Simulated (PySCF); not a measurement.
**Germanium: highly charged ions in a basis for the neutral atom**

Ge⁶⁺ [Ar] 3d8, Ge⁷⁺ [Ar] 3d7. Computed with PySCF 2.14 in jorge-DZP-DKH (8s6p2d1f, 43 functions), with the spin-free X2C one-electron Hamiltonian (Gaussian nucleus). No spin-orbit coupling, so a gap to NIST mixes the basis error with missing relativistic terms.

Changed run: basis of the neutral atom used for a highly charged ion. This setting is unsound on purpose.

```csv
species,method,sound run (hartree),changed run (hartree),converged
Ge⁶⁺,UHF,not run,-2085.83717,yes
Ge⁶⁺,B3LYP,not run,-2087.18474,yes
Ge⁶⁺,PBE0,not run,-2086.91606,yes
Ge⁷⁺,UHF,not run,-2080.50967,yes
Ge⁷⁺,B3LYP,not run,-2081.76990,yes
Ge⁷⁺,PBE0,not run,-2081.50761,yes
```

Ionisation energy of Ge⁶⁺:

| method | changed run (eV) | NIST (eV) |
| --- | --- | --- |
| UHF | 144.97 | 144.9 ± 1.5 |
| B3LYP | 147.35 | 144.9 ± 1.5 |
| PBE0 | 147.17 | 144.9 ± 1.5 |

The contracted functions were made for the neutral atom and can be too rigid for a highly charged ion.
